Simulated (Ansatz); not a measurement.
Cartesian coordinates in Å:
```
B 0.848 -1.396 -0.063
Si -0.961 -0.862 -0.447
C -1.170 0.759 0.460
Si 0.698 0.785 0.052
H 1.197 -1.512 1.082
H 1.415 -2.030 -0.903
H -1.436 -0.707 -1.858
H -1.320 0.673 1.536
H -1.815 1.518 0.027
H 0.997 1.664 -1.104
H 1.548 1.107 1.219
```

Charge 0, multiplicity 1.

Problem. List the CAM-B3LYP/def2-TZVPP orbital energies in eV (Ansatz). (An estimate is asked.)

Solution. Ansatz gave: Occupied: -1801.29, -1801.23, -278.79, -184.60, -145.87, -145.80, -101.30, -101.16, -101.14, -101.13, -101.11, -101.09, -21.93, -17.63, -15.60, -14.49, -13.67, -12.39, -11.59, -10.55, -9.85, -9.76, -8.18. Lowest empty: -1.32, 1.09, 1.48, 1.76, 2.17, 2.71, 3.02, 3.42.
